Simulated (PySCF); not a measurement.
C2H6N2Si, SMILES C#C[SiH](N)N.

Geometry optimised at PBE-D3(BJ)/def2-SVP. This is a generated structure with no PubChem entry under its InChIKey; it may be hypothetical. Other conformers were not sampled.

Computed with PySCF with PBE-D3(BJ)/def2-SVP.

Frequencies are harmonic and unscaled.

```
mode  ν (cm⁻¹)  IR (km/mol)  moving atoms (share of kinetic energy)
----  --------  -----------  --------------------------------------
1          123          1.1                  N 35 %, C 33 %, H 25 %
2          157          1.6         C 42 %, H 26 %, N 21 %, Si 11 %
3          211          2.8          H 47 %, N 34 %, C 10 %, Si 9 %
4          250         14.2                                  H 92 %
5          329         65.4                          C 52 %, H 38 %
6          363          3.4         C 41 %, H 38 %, Si 11 %, N 10 %
7          371         36.6                  H 66 %, N 18 %, C 13 %
8          402        145.0          H 57 %, N 24 %, C 10 %, Si 9 %
9          442        194.9                          H 65 %, N 28 %
10         582         56.1                 C 50 %, Si 32 %, H 12 %
11         688         29.0                          H 76 %, C 24 %
12         696         26.3                          H 76 %, C 24 %
13         732         41.0                          H 83 %, N 13 %
14         756         13.1                          H 85 %, N 10 %
15         793         25.5                 N 49 %, H 34 %, Si 17 %
16         870         45.0                 H 40 %, N 35 %, Si 24 %
17         871        231.3                 H 59 %, Si 23 %, N 17 %
18         931        196.1                 H 59 %, Si 26 %, N 15 %
19        1480         70.7                          H 89 %, N 11 %
20        1487         25.0                          H 89 %, N 10 %
21        2077         25.1                           C 90 %, H 9 %
22        2137        164.3                                  H 97 %
23        3389         43.2                          H 86 %, C 14 %
24        3485         18.8                                  H 96 %
25        3493         24.3                                  H 96 %
26        3586         20.6                           H 91 %, N 9 %
27        3596         22.7                           H 91 %, N 9 %
```
